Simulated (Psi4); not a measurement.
glyoxal (C2H2O2), singlet, at a GFN2-xTB geometry. Base run: HF/cc-pVDZ (Psi4 1.11).

Input for Psi4:
```
memory 2 GB

molecule {
0 1
C     0.02026430    0.75833993    0.00748046
C    -0.02026430   -0.75833993   -0.00748046
O     1.03960208    1.38537393    0.03158832
H    -0.97907997    1.22841153   -0.00597192
O    -1.03960208   -1.38537393   -0.03158832
H     0.97907997   -1.22841153    0.00597192
}

set {
  basis cc-pvdz
  stability_analysis check
  scf_type pk
}

energy('scf')
print_variables()
```

The bond that is stretched is that between atoms 4 and 1. A test that says stable can miss a lower solution.

Each row names what was changed in the base input (with any setting that the change needs).

```json
[
 {"change": "base", "ΔE vs base (eV)": "0.00", "<S^2>": "0.000", "outcome": "converged"},
 {"change": "stability_analysis = follow; reference = uhf", "ΔE vs base (eV)": "0.00", "<S^2>": "0.000", "outcome": "converged"},
 {"change": "bond × 1.25", "ΔE vs base (eV)": "0.84", "<S^2>": "0.000", "outcome": "converged"},
 {"change": "stability_analysis = follow; reference = uhf; bond × 1.25", "ΔE vs base (eV)": "0.84", "<S^2>": "0.000", "outcome": "converged"},
 {"change": "bond × 1.5", "ΔE vs base (eV)": "2.22", "<S^2>": "0.000", "outcome": "converged"},
 {"change": "stability_analysis = follow; reference = uhf; bond × 1.5", "ΔE vs base (eV)": "2.21", "<S^2>": "0.175", "outcome": "converged"},
 {"change": "bond × 1.8", "ΔE vs base (eV)": "3.77", "<S^2>": "0.000", "outcome": "converged"},
 {"change": "stability_analysis = follow; reference = uhf; bond × 1.8", "ΔE vs base (eV)": "-", "<S^2>": "-", "outcome": "not converged"},
 {"change": "bond × 2.2", "ΔE vs base (eV)": "5.41", "<S^2>": "0.000", "outcome": "converged"},
 {"change": "stability_analysis = follow; reference = uhf; bond × 2.2", "ΔE vs base (eV)": "3.39", "<S^2>": "0.934", "outcome": "converged"},
 {"change": "bond × 3.0", "ΔE vs base (eV)": "7.51", "<S^2>": "0.000", "outcome": "converged"},
 {"change": "stability_analysis = follow; reference = uhf; bond × 3.0", "ΔE vs base (eV)": "-", "<S^2>": "-", "outcome": "not converged"}
]
```

Psi4 reported an instability in these rows: stability_analysis = follow; reference = uhf; bond × 1.5; stability_analysis = follow; reference = uhf; bond × 1.8; stability_analysis = follow; reference = uhf; bond × 2.2; stability_analysis = follow; reference = uhf; bond × 3.0 (restricted rows aren't judged here).

Where a bond breaks into two radicals, a solution with restricted orbitals usually stops being the lowest and lies too high; an unrestricted one lies lower at the price of spin contamination, which <S^2> shows.
